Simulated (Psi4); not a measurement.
CH₃Si (SMILES C[Si]), doublet, geometry from GFN2-xTB, atoms displaced at random by about 0.03 Å a coordinate; B3LYP/STO-3G, gradient run with Psi4.

Here is a job for Psi4.
```
memory 2 GB

molecule mol {
0 2
  C    -1.135692    0.009372   -0.035022
  Si    0.814165   -0.024765   -0.001559
  H    -1.543268   -0.591429   -0.796999
  H    -1.521250    0.980558   -0.173471
  H    -1.504024   -0.449770    0.965715
symmetry c1
no_reorient
no_com
}

set basis sto-3g
set reference uks

gradient('b3lyp')
print_variables()
```

**Question.** Write the output that Psi4 gives for this input, abridged.

**Answer.** 
```
gradient() will perform analytic gradient computation.

   => Loading Basis Set <=

    Name: STO-3G
    Role: ORBITAL
    Keyword: BASIS

         ---------------------------------------------------------
                                   SCF
               by Justin Turney, Rob Parrish, Andy Simmonett
                          and Daniel G. A. Smith
                              UKS Reference
         ---------------------------------------------------------

  ==> Geometry <==

    Molecular point group: c1
    Full point group: C1

    Geometry (in Angstrom), charge = 0, multiplicity = 2:

       Center              X                  Y                   Z               Mass
    ------------   -----------------  -----------------  -----------------  -----------------
         C           -1.135692000000     0.009372000000    -0.035022000000    12.000000000000
         SI           0.814165000000    -0.024765000000    -0.001559000000    27.976926534650
         H           -1.543268000000    -0.591429000000    -0.796999000000     1.007825032230
         H           -1.521250000000     0.980558000000    -0.173471000000     1.007825032230
         H           -1.504024000000    -0.449770000000     0.965715000000     1.007825032230

  Running in c1 symmetry.

  Rotational constants: A =      5.34496  B =      0.39674  C =      0.39421 [cm^-1]
  Rotational constants: A = 160237.92239  B =  11893.97224  C =  11818.09744 [MHz]
  Nuclear repulsion =   41.173790142947368

  Charge       = 0
  Multiplicity = 2
  Electrons    = 23
  Nalpha       = 12
  Nbeta        = 11

  ==> Algorithm <==

  SCF Algorithm Type is DF.
  DIIS enabled.
  MOM disabled.
  Fractional occupation disabled.
  Guess Type is SAD.
  Energy threshold   = 1.00e-08
  Density threshold  = 1.00e-08
  Integral threshold = 1.00e-12

  ==> Primary Basis <==

  Basis Set: STO-3G
    Blend: STO-3G
    Number of shells: 11
    Number of basis functions: 17
    Number of Cartesian functions: 17
    Spherical Harmonics?: true
    Max angular momentum: 1

  ==> DFT Potential <==

   => LibXC <=

    Version 7.1.2
    S. Lehtola, C. Steigemann, M. J. T. Oliveira, and M. A. L. Marques,  SoftwareX 7, 1–5 (2018) (10.1016/j.softx.2017.11.002)

   => Composite Functional: B3LYP <=

    B3LYP Hyb-GGA Exchange-Correlation Functional

    P. J. Stephens, F. J. Devlin, C. F. Chabalowski, and M. J. Frisch,  J. Phys. Chem. 98, 11623 (1994) (10.1021/j100096a001)

    Deriv               =              1
    GGA                 =           TRUE
    Meta                =          FALSE

    Exchange Hybrid     =           TRUE
    MP2 Hybrid          =          FALSE

   => Exchange Functionals <=

    0.0800   Slater exchange
    0.7200         Becke 88

   => Exact (HF) Exchange <=

    0.2000               HF

   => Correlation Functionals <=

    0.1900   Vosko, Wilk & Nusair (VWN5_RPA)
    0.8100   Lee, Yang & Parr

   => LibXC Density Thresholds  <==

    XC_HYB_GGA_XC_B3LYP:  1.00E-15

   => Molecular Quadrature <=

    Radial Scheme          =       TREUTLER
    Pruning Scheme         =           NONE
    Nuclear Scheme         =       TREUTLER

    Blocking Scheme        =         OCTREE
    BS radius alpha        =              1
    Pruning alpha          =              1
    Radial Points          =             75
    Spherical Points       =            302
    Total Points           =         106497
    Total Blocks           =            873
    Max Points             =            255
    Max Functions          =             17
    Weights Tolerance      =       1.00E-15

   => Loading Basis Set <=

    Name: (STO-3G AUX)
    Role: JKFIT
    Keyword: DF_BASIS_SCF

  ==> Integral Setup <==

  SCF_SUBTYPE=INCORE selected. In-core MEM_DF algorithm will be used.
  Using in-core AOs.

  ==> MemDFJK: Density-Fitted J/K Matrices <==

    J tasked:                   Yes
    K tasked:                   Yes
    wK tasked:                   No
    Algorithm:                 Core
    Schwarz Cutoff:           1E-12
    Mask sparsity (%):       0.6920
    Fitting Condition:        1E-10

   => Auxiliary Basis Set <=

  Basis Set: (STO-3G AUX)
    Blend: DEF2-UNIVERSAL-JKFIT
    Number of shells: 81
    Number of basis functions: 257
    Number of Cartesian functions: 304
    Spherical Harmonics?: true
    Max angular momentum: 4

  Minimum eigenvalue in the overlap matrix is 2.2896297082E-01.
  Reciprocal condition number of the overlap matrix is 1.0125960778E-01.
    Using symmetric orthogonalization.

  ==> Pre-Iterations <==

  SCF Guess: Superposition of Atomic Densities via on-the-fly atomic UHF (no occupation information).

   -------------------------
    Irrep   Nso     Nmo
   -------------------------
     A         17      17
   -------------------------
    Total      17      17
   -------------------------

  ==> Iterations <==

                           Total Energy        Delta E     RMS |[F,P]|

   @DF-UKS iter SAD:  -324.24685374932943   -3.24247e+02   0.00000e+00
   @DF-UKS iter   1:  -325.44323892260229   -1.19639e+00   4.51410e-03 ADIIS/DIIS
   @DF-UKS iter   2:  -325.44418717496376   -9.48252e-04   4.43324e-03 ADIIS/DIIS
   @DF-UKS iter   3:  -325.44795862567196   -3.77145e-03   3.04890e-04 ADIIS/DIIS
   @DF-UKS iter   4:  -325.44798101449487   -2.23888e-05   4.10314e-05 DIIS
   @DF-UKS iter   5:  -325.44798232154369   -1.30705e-06   1.32004e-05 DIIS
   @DF-UKS iter   6:  -325.44798289109224   -5.69549e-07   8.15427e-06 DIIS
   @DF-UKS iter   7:  -325.44798338267350   -4.91581e-07   7.53506e-06 DIIS
   @DF-UKS iter   8:  -325.44798398733542   -6.04662e-07   7.35184e-06 DIIS
   @DF-UKS iter   9:  -325.44798669034634   -2.70301e-06   6.65603e-06 DIIS
   @DF-UKS iter  10:  -325.44799404447474   -7.35413e-06   4.64366e-06 DIIS
   @DF-UKS iter  11:  -325.44799703628541   -2.99181e-06   3.39143e-06 DIIS
   @DF-UKS iter  12:  -325.44799744902224   -4.12737e-07   1.73771e-06 DIIS
[...]

[...]
    Alpha Virtual:

[...]
    Beta Occupied:

[...]
    Beta Virtual:

[...]
    Final Occupation by Irrep:
              A
    DOCC [    11 ]
    SOCC [     1 ]
    NA   [    12 ]
    NB   [    11 ]

  @DF-UKS Final Energy:  -325.44799795207177

   => Energetics <=

    Nuclear Repulsion Energy =             41.1737901429473681
    One-Electron Energy =                -534.0509911496440054
    Two-Electron Energy =                 189.6475823829215983
    DFT Exchange-Correlation Energy =     -22.2183793282967201
    Empirical Dispersion Energy =           0.0000000000000000
    VV10 Nonlocal Energy =                  0.0000000000000000
    Total Energy =                       -325.4479979520717734

  UHF NO Occupations:
  HONO-2 :   10  A 1.9999792
  HONO-1 :   11  A 1.9996540
  HONO-0 :   12  A 1.0000000
  LUNO+0 :   13  A 0.0003460
  LUNO+1 :   14  A 0.0000208
  LUNO+2 :   15  A 0.0000126
  LUNO+3 :   16  A 0.0000027

Computation Completed

Properties will be evaluated at   0.000000,   0.000000,   0.000000 [a0]

Properties computed using the SCF density matrix

 Multipole Moments:

 ------------------------------------------------------------------------------------
     Multipole            Electronic (a.u.)      Nuclear  (a.u.)        Total (a.u.)
 ------------------------------------------------------------------------------------

 L = 1.  Multiply by 2.5417464519 to convert [e a0] to [Debye]
 Dipole X            :          0.1154397            0.0295100            0.1449497
 Dipole Y            :          0.6536597           -0.6635187           -0.0098591
 Dipole Z            :          0.4502161           -0.4473227            0.0028934
 Magnitude           :                                                    0.1453134

 ------------------------------------------------------------------------------------

         ------------------------------------------------------------
                                   SCF GRAD
                          Rob Parrish, Justin Turney,
                       Andy Simmonett, and Alex Sokolov
         ------------------------------------------------------------

  ==> Geometry <==

    Molecular point group: c1
    Full point group: C1

    Geometry (in Angstrom), charge = 0, multiplicity = 2:

       Center              X                  Y                   Z               Mass
    ------------   -----------------  -----------------  -----------------  -----------------
         C           -1.135692000000     0.009372000000    -0.035022000000    12.000000000000
         SI           0.814165000000    -0.024765000000    -0.001559000000    27.976926534650
         H           -1.543268000000    -0.591429000000    -0.796999000000     1.007825032230
         H           -1.521250000000     0.980558000000    -0.173471000000     1.007825032230
         H           -1.504024000000    -0.449770000000     0.965715000000     1.007825032230

  Nuclear repulsion =   41.173790142947368

  ==> Basis Set <==

  Basis Set: STO-3G
    Blend: STO-3G
    Number of shells: 11
    Number of basis functions: 17
    Number of Cartesian functions: 17
    Spherical Harmonics?: true
    Max angular momentum: 1

  ==> DFJKGrad: Density-Fitted SCF Gradients <==

    Gradient:                    1
    J tasked:                  Yes
    K tasked:                  Yes
    wK tasked:                  No
    Integrals threads:           1
    Schwarz Cutoff:          1E-12
    Fitting Condition:       1E-10

   => Auxiliary Basis Set <=

  Basis Set: (STO-3G AUX)
    Blend: DEF2-UNIVERSAL-JKFIT
    Number of shells: 81
    Number of basis functions: 257
    Number of Cartesian functions: 304
    Spherical Harmonics?: true
    Max angular momentum: 4

  ==> DFT Potential <==

   => LibXC <=

    Version 7.1.2
    S. Lehtola, C. Steigemann, M. J. T. Oliveira, and M. A. L. Marques,  SoftwareX 7, 1–5 (2018) (10.1016/j.softx.2017.11.002)

   => Composite Functional: B3LYP <=

    B3LYP Hyb-GGA Exchange-Correlation Functional

    P. J. Stephens, F. J. Devlin, C. F. Chabalowski, and M. J. Frisch,  J. Phys. Chem. 98, 11623 (1994) (10.1021/j100096a001)

    Deriv               =              1
    GGA                 =           TRUE
    Meta                =          FALSE

    Exchange Hybrid     =           TRUE
    MP2 Hybrid          =          FALSE

   => Exchange Functionals <=

    0.0800   Slater exchange
    0.7200         Becke 88

   => Exact (HF) Exchange <=

    0.2000               HF

   => Correlation Functionals <=

    0.1900   Vosko, Wilk & Nusair (VWN5_RPA)
    0.8100   Lee, Yang & Parr

   => LibXC Density Thresholds  <==

    XC_HYB_GGA_XC_B3LYP:  1.00E-15

   => Molecular Quadrature <=

    Radial Scheme          =       TREUTLER
    Pruning Scheme         =           NONE
    Nuclear Scheme         =       TREUTLER

    Blocking Scheme        =         OCTREE
    BS radius alpha        =              1
    Pruning alpha          =              1
    Radial Points          =             75
    Spherical Points       =            302
    Total Points           =         106497
    Total Blocks           =            873
    Max Points             =            255
    Max Functions          =             17
    Weights Tolerance      =       1.00E-15

  -Total Gradient:
     Atom            X                  Y                   Z
    ------   -----------------  -----------------  -----------------
       1       -0.034994544312     0.030989247156    -0.058455862169
       2        0.011141953861     0.000597437563    -0.000341372783
       3        0.015338155428     0.025905304983     0.029540891524
       4        0.018117713323    -0.035952045443    -0.003584926447
       5       -0.009594136278    -0.021540372272     0.032841648855

  Variable Map:
  ----------------------------------------------------------------------------
[...]
  Array Variable Map:
  ----------------------------------------------------------------------------
[...]
[...]
```
